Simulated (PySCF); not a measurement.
## PySCF run on Te⁻

Input:

```python
from pyscf import gto, scf, mp

mol = gto.M(
    atom='Te 0 0 0',
    basis='cc-pvtz-dk',
    charge=-1,
    spin=1,
    verbose=4,
)
mf = scf.UHF(mol)
mf = mf.sfx2c1e()
mf.kernel()
mp.MP2(mf, frozen=18).kernel()
mf.dip_moment()
print('orbital energies (hartree):', [e[max(0, n-3):n+3].round(4) for e, n in zip(mf.mo_energy, mol.nelec)])
```

```bash
$ python input.py
```

Output (some set-up lines and the per-cycle HOMO/LUMO lines with their warnings removed):

```
PySCF version 2.14.0

[INPUT] verbose = 4
[INPUT] num. atoms = 1
[INPUT] num. electrons = 53
[INPUT] charge = -1
[INPUT] spin (= nelec alpha-beta = 2S) = 1
[INPUT] symmetry False subgroup None
[INPUT] Mole.unit = angstrom
[INPUT] Symbol           X                Y                Z      unit          X                Y                Z       unit  Magmom
[INPUT]  1 Te     0.000000000000   0.000000000000   0.000000000000 AA    0.000000000000   0.000000000000   0.000000000000 Bohr   0.0

nuclear repulsion = 0
number of shells = 4
number of NR pGTOs = 168
number of NR cGTOs = 52
basis = cc-pvtz-dk
ecp = {}

******** <class 'pyscf.x2c.sfx2c1e.sfX2C1eUHF'> ********
method = sfX2C1eUHF
initial guess = minao
damping factor = 0
level_shift factor = 0
DIIS = <class 'pyscf.scf.diis.CDIIS'>
diis_start_cycle = 1
diis_space = 8
diis_damp = 0
SCF conv_tol = 1e-09
SCF conv_tol_grad = None
SCF max_cycles = 50
direct_scf = True
direct_scf_tol = 1e-13
number electrons alpha = 27  beta = 26

******** <class 'pyscf.x2c.sfx2c1e.SpinFreeX2CHelper'> ********
approx = 1e
xuncontract = 1
Set gradient conv threshold to 3.16228e-05
init E= -6790.62420817328

cycle= 1 E= -6790.8825635864  delta_E= -0.258  |g|= 0.14  |ddm|= 0.808
cycle= 2 E= -6790.90079032988  delta_E= -0.0182  |g|= 0.0688  |ddm|= 0.751
cycle= 3 E= -6790.9023518479  delta_E= -0.00156  |g|= 0.0142  |ddm|= 0.109
cycle= 4 E= -6790.90255931094  delta_E= -0.000207  |g|= 0.00449  |ddm|= 0.0446
cycle= 5 E= -6790.9025863669  delta_E= -2.71e-05  |g|= 0.000793  |ddm|= 0.0199
cycle= 6 E= -6790.90258740172  delta_E= -1.03e-06  |g|= 0.000128  |ddm|= 0.00606
cycle= 7 E= -6790.90258743505  delta_E= -3.33e-08  |g|= 2.44e-05  |ddm|= 0.00111
cycle= 8 E= -6790.90258743618  delta_E= -1.13e-09  |g|= 1.83e-06  |ddm|= 0.000225
cycle= 9 E= -6790.90258743619  delta_E= -9.09e-12  |g|= 2.65e-07  |ddm|= 1.05e-05
Extra cycle  E= -6790.90258743619  delta_E= 7.28e-12  |g|= 1.2e-07  |ddm|= 1.12e-06
converged SCF energy = -6790.90258743619  <S^2> = 0.7602945  2S+1 = 2.0102681

******** <class 'pyscf.mp.ump2.UMP2'> ********
nocc = (np.int64(9), np.int64(8)), nmo = (34, 34)
frozen orbitals 18
E(UMP2) = -6791.07996324649  E_corr = -0.177375810304208
E(SCS-UMP2) = -6791.0692905229  E_corr = -0.166703086714568
E_corr(same-spin) = -0.0532475603659402
E_corr(oppo-spin) = -0.124128249938268
Dipole moment(X, Y, Z, Debye): -0.00000, -0.00000,  0.00000
orbital energies (hartree): [array([-0.131 , -0.0785, -0.0785,  0.4571,  0.5009,  0.5289]), array([-0.4469, -0.0634, -0.0634,  0.2219,  0.473 ,  0.5341])]
```

In short: E(SCF) = -6790.902587 Eh, 9 cycles, E(MP2) − E(SCF) = -0.17738 Eh, ⟨S²⟩ = 0.760.

Wall time 3.8 s on one thread of a shared host.

The basis has no diffuse functions, which an anion needs. No search for the lowest solution was made.
